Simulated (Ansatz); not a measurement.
`BrB1CCO1` → `B/C(Br)=C/O`  (isomerisation)

Calculated with Ansatz (gas phase, PBE0-D4/def2-TZVP geometries, no zero-point term in ΔE). CBS: MP2 limit from def2 TZ/QZ plus the TZ coupled-cluster correction, frozen cores. DFT in def2-TZVPP. B3LYP here is the variant with VWN-RPA as its local correlation; programs differ in this. For Br outer-core shells are correlated without core-valence functions, which leaves a few kJ/mol of doubt a bond. Scalar relativity is left out up to krypton. Each species was taken in one conformer, which may not be the lowest.

Q: Is it downhill or uphill in electronic energy at CCSD(T)/CBS, and by how much? (Estimate.)

A: The calculation gave: Uphill: ΔE = +235.5 kJ/mol.

Q: What do these levels give: PBE-D4, B3LYP-D4, ωB97M-V, PBE, B3LYP, HF/def2-TZVPP, MP2/def2-TZVPP, SCS-MP2/def2-TZVPP, CCSD/def2-TZVPP, MP2/def2-QZVPP, SCS-MP2/def2-QZVPP, HF/CBS(def2)? (An estimate is asked.)

A: Ansatz gave: PBE-D4 220.1, B3LYP-D4 215.0, ωB97M-V 236.6, PBE 221.4, B3LYP 217.3, HF/def2-TZVPP 229.8, MP2/def2-TZVPP 242.6, SCS-MP2/def2-TZVPP 238.7, CCSD/def2-TZVPP 241.7, MP2/def2-QZVPP 241.5, SCS-MP2/def2-QZVPP 237.9, HF/CBS(def2) 229.4 kJ/mol.

Largest T1 diagnostic among the species: 0.012.

In def2-TZVPP, CCSD(T) changes the Hartree–Fock value by +7.3 kJ/mol (the triples alone add −4.6 kJ/mol) and MP2 by +12.8 kJ/mol. From PBE to PBE0 (25 % exact exchange), in def2-TZVPP and without D4, ΔE moves by +14.8 kJ/mol.
